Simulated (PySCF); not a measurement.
Computed structure and properties of Eu(OH)3

System: Eu(OH)3 (singlet in the valence; each metal's 4f electrons, 6 of them, lie in its core potential, out of spins and levels); start: template (C3v). Method: PySCF 2.14.0, RKS B3LYP, Eu lcecp-1-SVP with ECP52, O def2-SVP, H def2-SVP; non-relativistic Hamiltonian with scalar-relativistic core potentials where named; density fitting; no spin-orbit coupling.

Input of the relaxation:

```python
mol = gto.M(atom='''
Eu    -0.00000     0.00000    -0.00519
O      2.18679     0.00001    -0.00519
H      3.08677     0.00002     0.34481
O     -1.09340     1.89381    -0.00519
H     -1.54340     2.67322     0.34481
O     -1.09338    -1.89382    -0.00519
H     -1.54337    -2.67323     0.34481''',
    basis={'Eu': 'lcecp-1-SVP', 'O': 'def2-SVP', 'H': 'def2-SVP'},
    ecp={'Eu': 'lcecp-1-SVP'},
    charge=0, spin=0)
mf = dft.RKS(mol, xc='B3LYP')
mf.grids.atom_grid = (50, 194)  # f atoms: unpruned, at least (60, 302)
mf = mf.density_fit()  # fitting sets: Eu AutoAux, O def2-universal-JKFIT, H def2-universal-JKFIT
mf.conv_tol = 1e-08; mf.max_cycle = 55
mf.kernel(dm0)  # dm0: converged density of the start geometry
# quasi-Newton relaxation in Cartesian coordinates to a largest gradient under 0.00045 Eh/bohr, steps kept in the point group
```

Run from Python with OMP_NUM_THREADS=2; the lines above give its settings. Where DIIS fails, smearing, a level shift and second-order steps follow.
It took 3 min on 2 threads of AMD EPYC (Zen 3), with other jobs on the host, from the converged density of the start.

Course of the relaxation:

```tsv
step	energy above end (eV)	largest force component within the symmetry (eV/Å)
0	0.3534	1.351
1	0.1353	0.680
2	0.0559	0.487
3	0.0195	0.431
4	0.0126	0.068
5	0.0105	0.128
6	0.0093	0.136
7	0.0048	0.220
8	0.0021	0.175
9	0.0020	0.202
10	0.0009	0.024
11	0.0006	0.055
12	0.0003	0.053
13	0.0001	0.031
14	0.0000	0.004
```

Relaxed geometry (C3v):

```xyz
7

Eu    0.0000    0.0000    0.0269
O     2.0922    0.0000    0.1253
H     3.0484    0.0000    0.2036
O    -1.0461    1.8119    0.1253
H    -1.5242    2.6399    0.2036
O    -1.0461   -1.8119    0.1253
H    -1.5242   -2.6400    0.2036
```

```json
{"contact": "Eu1–O2 (OH)", "Å": "2.095"}
{"contact": "Eu1–O4 (OH)", "Å": "2.095"}
{"contact": "Eu1–O6 (OH)", "Å": "2.095"}
```

On the finer grid (75, 302):

```json
{"HOMO": "-7.25 eV", "LUMO": "-1.65 eV", "Dipole about the centre of mass": "0.36 D", "Set of Mulliken populations of Eu1 outside the core potential": "s 2.13, p 6.35, d 1.39, f 0.10", "D3(BJ) dispersion energy (not in the energies)": "-0.169 eV"}
```

```csv
atom,Mulliken (e),Löwdin (e),spin (e)
Eu1,1.03,0.68,0.00
O2,-0.51,-0.31,0.00
H3,0.17,0.08,0.00
O4,-0.51,-0.31,0.00
H5,0.17,0.08,0.00
O6,-0.51,-0.31,0.00
H7,0.17,0.08,0.00
```

The 4f levels lie in the core potential and are missing. Their spin isn't counted.

On the grid (50, 194), as all that follows. Harmonic modes: a minimum within the noise of the softest modes; lowest 34 cm⁻¹ (negative: unstable), highest 3948 cm⁻¹, zero-point energy 1.017 eV.

Taking off one OH (charge -1, singlet; the rest: singlet) in vacuum, both parts rigid, costs 11.11 eV; the small basis without counterpoise inflates it. Most of it is the attraction of opposite charges; other ways to part are cheaper, and one spin state was tried for the rest.

Rigid scan of OH along the line from its metal:

distance to O2 (Å), energy (eV) and a bar:
```
     1.79      1.349 #########
     1.89      0.516 ###
     1.99      0.111 #
     2.09      0.000 
     2.19      0.084 #
     2.29      0.295 ##
     2.49      0.921 ######
     2.79      2.009 #############
     3.19      3.336 ######################
     3.69      4.568 ##############################
```

One start shape was tried, so this needn't be the lowest isomer.

An lcecp potential fixes the number of 4f electrons, so in runs with it no electron can move into or out of that shell.
